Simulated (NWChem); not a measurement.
C$_{3}$H$_{3}$Cl; SMILES C=C=CCl

Program: NWChem. Medium grid unless said otherwise, to which SCAN and Minnesota functionals are sensitive. Structure relaxed at the PBE0/def2-SVP level. Hybrids' shares of exact exchange are those that their runs print; pure functionals count as 0. The functionals differ in more than this share.

| row | share of exact exchange | orbital gap (eV) |
|---|---|---|
| PBE/def2-TZVP | 0.00 | 4.37 |
| MN15-L/def2-TZVP | 0.00 | 5.24 |
| B3LYP/def2-TZVP | 0.20 | 6.12 |
| PBE0/def2-TZVP | 0.25 | 6.57 |
| M06/def2-TZVP | 0.27 | 6.55 |
| MPW1K/def2-TZVP | 0.43 | 8.16 |
| Hartree-Fock/def2-TZVP | 1.00 | withheld |

**Question.** Fit a straight line of the last column on the one before it, predict the withheld value, and compare with the run.

**Answer.** 
1. Means of the 6 shown rows: x = 0.192, y = 6.168. Slope Σ(x − x̄)(y − ȳ)/Σ(x − x̄)² = 1.050/0.1399 = 7.508; intercept 4.729.
2. The shown rows scatter about the line by 0.285 (root mean square); the largest residual is +0.51, at MN15-L/def2-TZVP.
3. At x = 1.00 (Hartree-Fock/def2-TZVP; beyond the shown range) the line gives 12.24.
4. The run gives 13.15, +0.91 from the line, 3.2 times the scatter.
